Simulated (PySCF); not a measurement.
Input file for PySCF: R-BP86/6-31G* on C5H10 (SMILES C=CCCC).

```python
from pyscf import gto, scf, dft, mp
from pyscf.data.elements import chemcore

mol = gto.M(
    atom='''
    C     2.56399326    0.08211722   -0.56514253
    C     1.57326350   -0.46237321    0.12944253
    C     0.12710870   -0.42966054   -0.25459743
    C    -0.74869574    0.29032045    0.77821247
    C    -2.22761370    0.28338032    0.40408342
    H     3.59107614    0.03273728   -0.22678977
    H     2.38171737    0.59614121   -1.50258099
    H     1.80267237   -0.96581967    1.06618045
    H    -0.24146819   -1.45658263   -0.36668138
    H     0.01569832    0.05142959   -1.23071567
    H    -0.61316434   -0.18267671    1.75589329
    H    -0.39547644    1.31975952    0.88502257
    H    -2.39183558    0.77618637   -0.55718259
    H    -2.60737368   -0.73780274    0.32035022
    H    -2.82990195    0.80284351    1.15144640
    ''',
    basis='6-31g*',
    cart=True,
    charge=0, spin=0, verbose=3, max_memory=1800)
mf = dft.RKS(mol, xc='b88,p86')
mf.conv_tol = 1e-8
mf.max_cycle = 100
mf.kernel()
if not mf.converged:
    mf = mf.newton().run(mf.mo_coeff, mf.mo_occ)
```

### Question
What total energy does the run end on?

### Answer
-196.5163 hartree.
